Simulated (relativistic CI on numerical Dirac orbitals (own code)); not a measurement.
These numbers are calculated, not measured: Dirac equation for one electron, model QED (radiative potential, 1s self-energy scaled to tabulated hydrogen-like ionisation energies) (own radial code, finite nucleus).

Configuration list: 1s, 2s, 2p, 3s, 3p, 3d, 4s, 4p, 4d, 4f, 5s, 5p, 5d, 5f, 5g, 6s, 6p, 6d. Levels of other configurations are missing.

Outline of the computed level scheme of La LVII. Lowest level of each configuration: 1s ²S1/2 at 0.0 eV; 2p ²P°1/2 at 34536.4 eV; 2s ²S1/2 at 34545.2 eV; 3p ²P°1/2 at 41102.3 eV; 3s ²S1/2 at 41104.9 eV; 3d ²D3/2 at 41261.6 eV; 4p ²P°1/2 at 43377.8 eV; 4s ²S1/2 at 43378.9 eV; 4d ²D3/2 at 43444.7 eV.

Some strong electric-dipole decays among the lowest 14 levels: 2p ²P°1/2 → 1s ²S1/2 (6.8e+15 s⁻¹); 2p ²P°3/2 → 1s ²S1/2 (6.3e+15 s⁻¹); 3p ²P°3/2 → 1s ²S1/2 (1.7e+15 s⁻¹); 3p ²P°1/2 → 1s ²S1/2 (1.7e+15 s⁻¹); 4p ²P°3/2 → 1s ²S1/2 (7.1e+14 s⁻¹); 3d ²D5/2 → 2p ²P°3/2 (6.8e+14 s⁻¹); 4p ²P°1/2 → 1s ²S1/2 (6.8e+14 s⁻¹); 3d ²D3/2 → 2p ²P°1/2 (6.1e+14 s⁻¹).
